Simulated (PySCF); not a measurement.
Gas-phase reaction: SnH4 + O2 ⇌ Sn(OH)2 + 2 H

Energies from PySCF (xtb for GFN2), thermal terms from the rigid-rotor harmonic-oscillator model, ideal gas at 1 bar. † marks an energy on the PBE0/def2-TZVP geometry and frequencies; other levels use their own. MP2 and CCSD(T) freeze the core. Open shells (unrestricted): O2 (multiplicity 3), H (multiplicity 2); the rest are closed-shell singlets. GFN2 has no spin-polarisation term. B3LYP is the form with VWN-RPA correlation. Sn: scalar-relativistic def2 core potential, no spin-orbit coupling. Sn(OH)2: computed as isolated molecules; such fragments, hydroxides, amides, oligomers or adducts are transient or little studied in the gas. MP2 isn't extrapolated to the basis-set limit. CCSD(T) isn't extrapolated to the basis-set limit.

| level | ΔH°(298 K), kJ |
|---|---|
| B3LYP/def2-TZVP† | [?] |
| CCSD(T)/def2-TZVPP† | -80 |
| GFN2-xTB | -275 |
| MP2/def2-TZVPP† | -150 |
| PBE/def2-SVP | [?] |
| PBE0/def2-TZVP | -67 |
| LDA/def2-TZVP† | [?] |
| ωB97M-V/def2-TZVP† | -77 |
| ωB97X-V/def2-TZVP† | [?] |

### Question
What belongs in the gaps?

### Answer

- B3LYP/def2-TZVP†, ΔH°(298 K), kJ: -69
- PBE/def2-SVP, ΔH°(298 K), kJ: -32
- LDA/def2-TZVP†, ΔH°(298 K), kJ: -61
- ωB97X-V/def2-TZVP†, ΔH°(298 K), kJ: -53
